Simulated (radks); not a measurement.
These are the eigenvalues of the occupied orbitals of an atom or ion with whole-number occupations (hartree). Calculated with a radial shooting solver on a logarithmic mesh with Libxc functionals: non-relativistic Kohn-Sham, PBE, spin-polarised, spherical densities, point nucleus.

orbital  eigenvalue
1s        -146.5494
2s        -17.20805
2p        -14.41794
3s         -3.56389
3p         -2.84290

Which element is it, and in what charge state? The configuration may be excited.

Answer. Z = 20, calcium, charge +4: Ca4+ in [Ne] 3s2 3p(up 2, down 2). The list shows which subshells hold electrons but not how many an open one holds; the 1s level, -146.55 hartree, gives Z - s = 17.1 by -(Z - s)^2/2, which with screening narrows Z to a few neighbours, and the depths of the outer levels then fix element, charge and occupations together.
